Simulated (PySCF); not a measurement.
## Ionisation energy of Co²⁺ by level of theory

Co²⁺ [Ar] 3d7 (4F) → Co³⁺ [Ar] 3d6 (5D), as a difference of total energies. Calculation: PySCF 2.14, in x2c-TZVPPall with one added diffuse shell each of s, p, d, f type (7s6p5d3f1g, 80 functions); scalar relativity by spin-free X2C-1e. Correlated levels: valence: [Ar] frozen; valence and next inner shell: [Ne] frozen. The calculations carry no spin-orbit coupling.

```tsv
method	ionisation energy (eV)
UHF	31.189
LDA	34.338
PBE	34.114
PBE0	33.671
r2SCAN	33.725
wB97X	33.566
r2SCANh	33.606
M06-2X	33.230
TPSS	34.089
MP2 (valence)	33.001
SCS-MP2 (valence)	33.086
MP2 (valence and next inner shell)	33.445
SCS-MP2 (valence and next inner shell)	33.370
```

A first-order spin-orbit estimate (lowest level to lowest level, LS coupling) adds 0.026 eV.

Errors of the correlated levels include the incompleteness of this basis and the frozen core.

**Question.** Which method comes closest to the reference value, and which is furthest?

**Answer.** The reference is 33.5 ± 0.06 eV (semi-empirical (NIST evaluation); NIST Atomic Spectra Database, ionization energies). Closest: MP2 (valence and next inner shell) (error -0.029 eV); furthest: UHF (error -2.285 eV), both after the spin-orbit estimate.
